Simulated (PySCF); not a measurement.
# What builds the first ionisation energy along the 5p block

Calculated with PySCF 2.14 from differences of total energies of unrestricted determinants, without spin-orbit coupling. Each column adds one step, in eV (sums use unrounded values): valence MP2, valence CCSD, valence triples, then the next inner shell at CCSD(T) (In 4s 4p 4d, Sn 4s 4p 4d, Sb 4s 4p 4d, Te 4s 4p 4d, Xe 4s 4p 4d). References (NIST) marked * lie between the lowest fine-structure levels; the others compare directly ((s) semi-empirical, (t) theoretical).

| element | UHF | + MP2 | + CCSD | + (T) | + inner shell | sum | reference |
| --- | --- | --- | --- | --- | --- | --- | --- |
| In [Kr] 4d10 5s2 5p1 → [Kr] 4d10 5s2 (x2c-TZVPPall, spin-free X2C) | 5.205 | 0.172 | 0.055 | 0.019 | 0.046 | 5.498 | 5.603 |
| Sn [Kr] 4d10 5s2 5p2 → [Kr] 4d10 5s2 5p1 (x2c-TZVPPall, spin-free X2C) | 6.859 | 0.284 | 0.033 | 0.023 | 0.053 | 7.252 | 7.389 |
| Sb [Kr] 4d10 5s2 5p3 → [Kr] 4d10 5s2 5p2 (x2c-TZVPPall, spin-free X2C) | 8.577 | 0.392 | -0.012 | 0.027 | 0.059 | 9.042 | 9.124 |
| Te [Kr] 4d10 5s2 5p4 → [Kr] 4d10 5s2 5p3 (x2c-TZVPPall, spin-free X2C) | 7.751 | 0.586 | 0.118 | 0.024 | 0.052 | 8.531 | 8.749 |
| Xe [Xe] → [Kr] 4d10 5s2 5p5 (x2c-TZVPPall, spin-free X2C) | 11.543 | 0.759 | -0.078 | 0.032 | 0.051 | 12.308 | 12.565 |

What remains against the references is mostly basis incompleteness.

These are valence bases, so the inner-shell step is incomplete.
